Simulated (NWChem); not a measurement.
Si2N2H5Cl; SMILES Cl[SiH]1N[SiH2]N1

```xyz
10

Cl     0.4402     2.2004     0.0074
Si    -0.6493     0.4190    -0.0172
N     -0.1760    -0.7513    -1.2034
Si     0.3567    -1.9095     0.0027
N     -0.1657    -0.7277     1.1930
H     -2.0562     0.8732    -0.0446
H     -0.3815    -0.8373    -2.1867
H     -0.3888    -3.1977    -0.0107
H      1.8104    -2.2322     0.0298
H      0.1414    -0.5754     2.1419
```
Atoms are numbered in this order, from 1.

The geometry was optimised at B3LYP/6-31G* (spherical d).

**Question.** Give the principal values of the shielding tensors (ppm) of Cl1, Si2, N3, Si4, N5 from KT2/pcSseg-1, GIAO (NWChem), with their diamagnetic and paramagnetic parts as GIAO splits them.

**Answer.** 
```
atom    σ11    σ22    σ33  isotropic  diamagnetic  paramagnetic
----  -----  -----  -----  ---------  -----------  ------------
Cl1   653.0  710.5  956.8      773.4       1150.8        -377.4
Si2   332.7  377.1  404.0      371.3        883.4        -512.1
N3    184.2  211.8  274.1      223.4        320.5         -97.1
Si4   342.8  353.2  425.6      373.9        883.0        -509.2
N5    184.1  215.0  273.1      224.1        320.1         -96.0
```
